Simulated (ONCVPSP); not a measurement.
How hard is this Al ONCV potential?

* Element: aluminium
* Generator: ONCVPSP 4.0.1
* Type: optimised norm-conserving Vanderbilt (ONCV)
* Functional: revPBE
* Relativity: scalar-relativistic
* Frozen core: [Ne]
* Valence charge: 3
* Reference configuration: 3s1 (charge +2)
* Partial waves: 3s: rc 1.50 bohr, ncon 4, nbas 7, qcut 4.8 1/bohr, 3 projectors, debl 3.4 Ha; p scattering state at 0.23 Ha: rc 1.45 bohr, ncon 4, nbas 7, qcut 6.8 1/bohr, 2 projectors, debl 2.9 Ha; d scattering state at 0.25 Ha: rc 1.30 bohr, ncon 5, nbas 8, qcut 8.8 1/bohr, 2 projectors, debl 0.3 Ha
* Local potential: polynomial inside 1.25 bohr (lpopt 5, dvloc0 6 Ha)
* Core correction: Teter function fitted to the true core (icmod 2), fcfact 0.55

Question: For each optimised wave give the share of its norm inside rc, the residual kinetic energy above qcut (Ha) and the cutoffs (Ha) for errors of 10, 1, 0.1 and 0.01 mHa per electron.

Answer:

```tsv
wave	norm inside rc	residual KE	10 mHa	1 mHa	0.1 mHa	0.01 mHa
3s	0.176	1.4e-03	3.9	18.1	51.5	73.2
s projector 2	0.068	8.8e-03	11.3	26.1	69.8	82.3
s projector 3	0.046	1.1e-01	15.2	29.7	87.2	107.3
p projector 1	0.081	3.7e-04	2.9	19.3	57.3	73.5
p projector 2	0.062	1.6e-02	25.8	82.7	99.3	132.7
d projector 1	0.062	3.2e-05	12.2	23.8	34.0	61.9
d projector 2	0.085	4.8e-05	14.7	26.5	36.0	48.6
```

The occupied waves need 18 Ha and 51 Ha for 1 and 0.1 mHa. Note: ghosts flagged at negative energy: s at -130.8 eV (a further GHOST(-) flag falls on a real empty level of the atom); no localised positive-energy state flagged. A true bound ghost makes a file unfit for plane-wave use. 3 of 4 tests not solved or not reliable.
